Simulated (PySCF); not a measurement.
# [LiI2]- at several levels of theory

All levels use the PBE0 minimum (singlet; Li–I 2.540 Å (×2); I–Li–I 180.0°), basis [Li def2-TZVPD, I def2-TZVPD with ECP28], scalar-relativistic core potentials, density fitting, no spin–orbit coupling, PySCF. For vertical energies the ionised species is a doublet (spins chosen at PBE0 and kept). Open shells are unrestricted, also as the reference of the correlated levels. A dash marks a value that was not computed or is not defined at that level.

```
 level  vertical detachment energy (eV)  −ε(HOMO) (eV)  gap (eV)
  PBE0                             4.56           2.89      5.74
    HF                             4.68           5.31      8.88
   MP2                                ?              –         –
   PBE                                ?              ?         ?
r2SCAN                             4.38           2.09      5.02
 B3LYP                             4.49           2.65      5.31
 TPSSh                             4.38           2.32      5.05
  MN15                             4.63           3.43      6.74
 wB97X                             5.05           5.07      8.88
```

Question: Fill in the row of PBE.

Answer: vertical detachment energy (eV) 4.18, −ε(HOMO) (eV) 1.83, gap (eV) 4.26.

Question: Fill in the row of MP2.

Answer: vertical detachment energy (eV) 5.15.

The lowest empty level of this anion is unbound, so it and the gap depend on the basis.
